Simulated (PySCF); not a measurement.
Input of a run on `CCC[SiH2]C`: the job's settings, then the atoms in Å.
```
{"job": {"kind": "uv", "xc": "wB97X-D", "basis": "def2-SVPD", "solvent": "methanol", "nstates": 6, "ntriplets": 0}, "charge": 0, "multiplicity": 1}
C      2.710171     0.440296    -0.156461
C      1.312262    -0.154894    -0.243308
C      0.370133     0.342589     0.852474
Si    -1.384247    -0.347485     0.761950
C     -2.233929     0.126122    -0.849229
H      2.680369     1.538230    -0.246033
H      3.365708     0.057088    -0.953597
H      3.183496     0.202316     0.809377
H      1.379416    -1.256154    -0.196193
H      0.882221     0.071823    -1.234709
H      0.304956     1.445847     0.825393
H      0.782105     0.094674     1.847389
H     -1.339407    -1.842173     0.877901
H     -2.179316     0.174219     1.920725
H     -1.701911    -0.295031    -1.716182
H     -3.268871    -0.247334    -0.874590
H     -2.264906     1.220810    -0.967169
```

Method: TDDFT wB97X-D/def2-SVPD, vertical, IEF-PCM methanol (non-equilibrium linear response), core orbitals frozen in the response (PySCF, density fitting); geometry PBE0-D3(BJ)/def2-SVP, gas phase, not relaxed in the solvent; ε = 32.61, cavity from Bondi-type radii × 1.2. The static polarisability takes the continuum's full static response.

**Question.** What does the run print?

**Answer.** 
```
coarse grid: 13408 points
cycle   1  E = -448.8211675809  dE =  1.075e-01  |g| = 2.781e-01  |ddm| = 4.689e+00
cycle   2  E = -448.8344984467  dE = -1.333e-02  |g| = 1.856e-01  |ddm| = 7.212e-01
cycle   3  E = -448.8433927560  dE = -8.894e-03  |g| = 2.363e-02  |ddm| = 2.699e-01
cycle   4  E = -448.8435830345  dE = -1.903e-04  |g| = 5.035e-03  |ddm| = 7.751e-02
cycle   5  E = -448.8435900133  dE = -6.979e-06  |g| = 1.582e-03  |ddm| = 1.447e-02
final grid: 121224 points
cycle   6  E = -448.9085462503  dE = -9.399e-05  |g| = 3.846e-03  |ddm| = 1.246e-01
cycle   7  E = -448.9085490218  dE = -2.772e-06  |g| = 2.814e-03  |ddm| = 1.665e-02
cycle   8  E = -448.9085510090  dE = -1.987e-06  |g| = 3.461e-04  |ddm| = 4.139e-03
cycle   9  E = -448.9085510627  dE = -5.377e-08  |g| = 7.842e-05  |ddm| = 1.530e-03
cycle  10  E = -448.9085510651  dE = -2.378e-09  |g| = 3.358e-05  |ddm| = 2.491e-04
cycle  11  E = -448.9085510656  dE = -4.475e-10  |g| = 8.121e-06  |ddm| = 9.872e-05
converged SCF energy = -448.9085510656

Static polarisability (au): isotropic 105.548, principal 100.087 104.652 111.907

Singlet excitations
state   eV       nm        f      main configurations
  1   8.2344    150.6   0.04214   H->L 0.81, H->L+3 0.08
  2   8.4564    146.6   0.04962   H->L+1 0.83
  3   8.7399    141.9   0.11628   H-1->L 0.67, H-1->L+1 0.18
  4   8.8319    140.4   0.12471   H-2->L 0.72
  5   8.9132    139.1   0.02279   H-2->L+1 0.56, H-2->L+3 0.12
  6   8.9289    138.9   0.04699   H-1->L+1 0.44, H-1->L+3 0.15, H-1->L 0.12
```

The cycles run first on a coarse grid and then on the final one, and are numbered through; the first dE on the final grid is taken against the last density's energy on that grid. Energies include the polarisation term of the continuum.

**Question.** The same input without solvent ends at -448.906884 Eh. What does the continuum change?

**Answer.** The energy falls by 0.001667 Eh, 1.05 kcal/mol; the polarisation term alone is -1.17 kcal/mol. HOMO -10.12 → -9.99 eV, LUMO 2.25 → 2.38 eV, dipole 0.79 → 1.06 D. The SCF took 11 cycles in the solvent and 12 in the gas phase.

Hardware: an Intel Xeon Platinum 8488C with one thread, shared host with 192 logical CPUs at a one-minute load of 33. Cost: 27 s wall, 0.95 GiB resident at most. This is the whole response run at wB97X-D/def2-SVPD in methanol, SCF included.

Shape of the structure used: `[CH3:1][CH2:2][CH2:3][SiH2:4][CH3:5]`: C1–C2–C3–Si4 179°, C2–C3–Si4–C5 -61°.

The pairwise dispersion term of wB97X-D wasn't added to the energies; at a given geometry it leaves orbitals and properties as they are.
